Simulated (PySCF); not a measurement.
# Worked example: entropy of an ideal gas

SnF4, SMILES [F][Sn]([F])([F])[F].

Geometry: PBE-D3(BJ)/def2-SVP. The isomer is the one that the SMILES or the coordinates give; other isomers of the formula were not compared. The def2 effective core potentials stand for the cores of Sn; spin–orbit coupling is left out.

PBE-D3(BJ)/def2-SVP run with PySCF gives the harmonic wavenumbers 126, 126, 171, 171, 171, 604, 655, 655, 655 cm⁻¹ and the rotational temperatures 0.1288, 0.1288, 0.1288 K. The molar mass is 194.70 g/mol, the symmetry number 12, the spin multiplicity 1.

Work out the entropy at 298.15 K and 1 atm in the rigid-rotor, harmonic-oscillator model.


Translation (Sackur–Tetrode at 1 atm): S = R[1.5 ln M + 2.5 ln T − 1.16487] = 174.5 J/(mol K).
Rotation: q = (√π/σ) T^1.5/√(θA θB θC) = 16500, S = R[ln q + 3/2] = 93.2 J/(mol K).
Vibration: with u = 1.4388 ν/T, each mode gives R[u/(e^u − 1) − ln(1 − e^−u)]:
```
ν (cm⁻¹)  modes     u  S (J/(mol K))
--------  -----  ----  -------------
126           2  0.61          25.16
171           3  0.83          30.43
604           1  2.91           1.85
655           3  3.16           4.57
```
These are all the modes. Sum 62.0 J/(mol K).
Spin: R ln 1 = 0.0 J/(mol K).
Total 329.7 J/(mol K); the program's own thermochemistry gives 329.7. Translation makes up 53 % and vibration 19 %. Anharmonicity, hindered rotation and orbital degeneracy are left out.
